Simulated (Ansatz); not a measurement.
Species: CClF, net charge 0, singlet state. SMILES: Cl[C]F
Geometry from a B3LYP-D3(BJ)/def2-TZVP (Ansatz, an electronic-structure program) optimisation:
```
C
F 1 1.2975
Cl 1 1.7557 2 106.70
```
Charge 0, spin multiplicity 1.

Wanted: atomisation energy, in kcal/mol. Conventions: non-relativistic; open shells spin-unrestricted; 6-31G* and kin with 6d, 5d where marked; LANL2DZ with its own core potentials from Na on; 6-311+G** with 5d, 6d on Na to Ar in Ansatz; no spin-orbit coupling; atomisation electronic, to ground-state atoms; frozen cores in correlated levels. Ab initio and DFT rows: single points at B3LYP-D3(BJ) geometries (Ansatz). The Hartree-Fock reference of F[C]Cl is unstable towards a lower, spin-broken solution.

```json
[
 {"level": "MP2/STO-3G", "program": "Ansatz", "atomisation energy (kcal/mol)": "164.0"},
 {"level": "MP2/3-21G", "program": "Ansatz", "atomisation energy (kcal/mol)": "150.4"},
 {"level": "MP2/LANL2DZ", "program": "Ansatz", "atomisation energy (kcal/mol)": "136.8"},
 {"level": "MP2/6-31G*", "program": "Ansatz", "atomisation energy (kcal/mol)": "201.4"},
 {"level": "MP2/6-311+G**", "program": "Ansatz", "atomisation energy (kcal/mol)": "201.3"}
]
```

No value to compare with is used here. The 5 habitual levels span 136.8 (MP2/LANL2DZ) to 201.4 kcal/mol (MP2/6-31G*).

The sets are all those run for this method; runs whose electronic state is in doubt are left out.
